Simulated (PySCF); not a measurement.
# Spin states of Rb₂⁺

Unrestricted PBE0; basis Rb def2-SVPD with ECP28; scalar-relativistic core potentials; PySCF 2.14. Outer shells of the fragments: Rb+ closed shells only; Rb 5s1.

Followed along the bond (rough minima from three points):

```tsv
2Ms+1	unpaired	⟨S²⟩ at the start	R at minimum (Å)	Te (eV)
2	σ ↑	0.75	5.07	0.00
```

Solutions found at the starting distance of 4.220 Å, counted from the lowest of them; the search is not exhaustive and high or unbound solutions are not listed, so other states can lie among these:

```tsv
2Ms+1	unpaired	term	E (eV)	⟨S²⟩	⟨Lz²⟩
2	σ ↑	²Σ⁺	0.00	0.75	0.00
2	π ↑	²Π	2.05	0.75	1.00
2	δ ↑	²Δ	3.36	0.75	4.00
```

A term symbol is given only where ⟨S²⟩ and ⟨Lz²⟩ are close to those of a pure state; real π, δ and φ orbitals otherwise mix terms, and g/u labels are left off.

Spin–orbit coupling is left out. Counting both spins, an empty level lies below a filled one in some of these solutions, because spin and occupation are held.
